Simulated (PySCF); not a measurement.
SMILES C[Si](O)(O)O[Si](O)(O)O (CH8O6Si2), GFN2-xTB optimised geometry.

```
17

Si     0.10     0.21     0.00
O     -0.56    -0.48    -1.33
O      1.72     0.21     0.00
O     -0.40     1.75     0.00
O     -0.41    -0.66     1.26
Si    -1.82    -1.45     1.58
C     -3.15    -0.22     2.11
O     -1.56    -2.43     2.84
O     -2.19    -2.33     0.26
H     -0.51     0.01    -2.14
H      2.19    -0.59     0.23
H     -0.08     2.33     0.68
H     -2.94     0.19     3.09
H     -3.22     0.60     1.40
H     -4.12    -0.70     2.15
H     -1.00    -3.20     2.74
H     -1.91    -1.96    -0.57
```

Density from CAM-B3LYP/def2-SVP run with PySCF at that geometry.

Minimum of the electron density along straight lines between bonded atoms, close to the bond critical point (lines longer than 1.1 times the sum of covalent radii, or with two minima, are not listed):

| bond | length / Å | ρ at the minimum / e bohr⁻³ | ∇²ρ there / e bohr⁻⁵ | position (fraction from the first atom) |
|---|---|---|---|---|
| Si1–O2 | 1.632 | 0.130 | 1.05 | 0.41 |
| Si1–O3 | 1.625 | 0.133 | 1.09 | 0.41 |
| Si1–O4 | 1.620 | 0.134 | 1.12 | 0.41 |
| Si1–O5 | 1.611 | 0.134 | 1.13 | 0.41 |
| O5–Si6 | 1.646 | 0.121 | 1.01 | 0.59 |
| Si6–C7 | 1.889 | 0.118 | [?] | 0.38 |
| Si6–O8 | 1.618 | 0.134 | 1.11 | 0.41 |
| Si6–O9 | 1.628 | 0.132 | 1.07 | 0.41 |
| O2–H10 | 0.954 | 0.352 | -2.51 | 0.82 |
| O3–H11 | 0.953 | 0.354 | -2.49 | 0.82 |
| O4–H12 | 0.953 | 0.354 | -2.53 | 0.82 |
| C7–H13 | 1.084 | 0.273 | -0.99 | 0.63 |
| C7–H14 | 1.086 | 0.272 | -0.98 | 0.63 |
| C7–H15 | 1.084 | 0.273 | -0.99 | 0.63 |
| O8–H16 | 0.954 | 0.353 | -2.43 | 0.82 |
| O9–H17 | 0.958 | 0.347 | -2.54 | 0.82 |

Question: Complete the blanks.

Answer: 
- Si6–C7, ∇²ρ there / e bohr⁻⁵: 0.32
